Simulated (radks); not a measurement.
Values are calculated unless marked as measured or tabulated.
Isoelectronic series with 20 electrons, all held in the configuration [Ar] 4s2, which need not be the ground one along the series. Code: a radial shooting solver on a logarithmic mesh with Libxc functionals. Model: scalar-relativistic Kohn-Sham, LDA (Slater exchange, Perdew-Wang correlation), spin-polarised, spherical densities, point nucleus. Total energies (hartree) and mean radii <r> (bohr):

ion    E (hartree)      4s      3p
Ca      -678.69149   3.973   1.274
Sc+     -762.00339   3.136   1.144
Ti2+    -850.49983   2.654   1.040
V3+     -944.17899   2.324  0.9543
Cr4+   -1043.04604   2.079  0.8823
Mn5+   -1147.10992   1.886  0.8208
Fe6+   -1256.38210   1.730  0.7676
Co7+   -1370.87593   1.600  0.7211
Ni8+   -1490.60632   1.489  0.6800
Cu9+   -1615.58952   1.394  0.6435
Zn10+  -1745.84298   1.310  0.6107
Ga11+  -1881.38528   1.237  0.5812
Ge12+  -2022.23607   1.172  0.5544
As13+  -2168.41605   1.113  0.5300
Se14+  -2319.94695   1.060  0.5077
Br15+  -2476.85148   1.012  0.4872
Kr16+  -2639.15338  0.9685  0.4682
Rb17+  -2806.87743  0.9284  0.4507
Sr18+  -2980.04939  0.8916  0.4345
Zr20+  -3342.84533  0.8260  0.4052
Nb21+  -3532.52610  0.7966  0.3920
Mo22+  -3727.76840  0.7693  0.3796
